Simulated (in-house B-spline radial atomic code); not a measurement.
Configurations of neutral tellurium, with energies counted from [Kr] 4d10 5s2 5p4. All numbers are computed (non-relativistic BLYP, spin-polarised, spherical fractional occupations; point nucleus) with a radial B-spline atomic code at the basis-set limit, not measured. Shells without spins written out take the highest spin.

Occupations are held fixed; configurations that lie above the ionisation limit could autoionise.

| configuration | E - E(ref) (eV) | highest orbital | its <r> (bohr) |
| --- | --- | --- | --- |
| [Kr] 4d10 5s2 5p(2 up, 2 down) | 0.51509 | 5p up | 2.699 |
| [Kr] 4d10 5s2 5p3 6f1 | 8.2614 | 6f up | 40.74 |
| [Kr] 4d10 5s2 5p(1 up, 2 down) 6d(0 up, 1 down) | 8.7039 | 6d down | 14.14 |
| [Kr] 4d10 5s1 5p4 6s1 | 13.829 | 6s up | 6.301 |
| [Kr] 4d10 5s1 5p4 6f1 | 16.766 | 6f up | 40.86 |
| [Ar] 3d10 4s2 4p5 4d10 5s2 5p4 5d1 | 117.24 | 5d up | 6.304 |
| [Ar] 3d10 4s2 4p(2 up, 3 down) 4d10 5s2 5p(3 up, 1 down) 6d(1 up, 0 down) | 118.38 | 6d up | 13.58 |

Question: Order these further configurations by energy, lowest first.
A. [Ar] 3d9 4s2 4p6 4d10 5s2 5p4 6f1
B. [Kr] 4d9 5s2 5p5
C. [Kr] 4d10 5s(1 up, 0 down) 5p(3 up, 1 down) 5f(0 up, 1 down)
D. [Kr] 4d(5 up, 4 down) 5s2 5p(1 up, 3 down) 6f(1 up, 0 down)
E. [Ar] 3d9 4s2 4p6 4d10 5s2 5p4 6d1

Answer: C (16.617 eV), B (40.413 eV), D (50.428 eV), E (588.53 eV), A (589.32 eV).

Question: How far above the reference does [Ar] 3d10 4s2 4p5 4d10 5s2 5p4 6s1 lie?

Answer: 116.01 eV; its least bound orbital is 6s up with <r> = 6.185 bohr.

Question: How far above the reference does [Ar] 3d9 4s2 4p6 4d10 4f1 5s2 5p4 lie?

Answer: 588.94 eV; its least bound orbital is 4f up with <r> = 17.11 bohr.

Question: How far above the reference does [Kr] 4d10 5s2 5p3 5f1 lie?

Answer: 8.1111 eV; its least bound orbital is 5f up with <r> = 27.89 bohr.
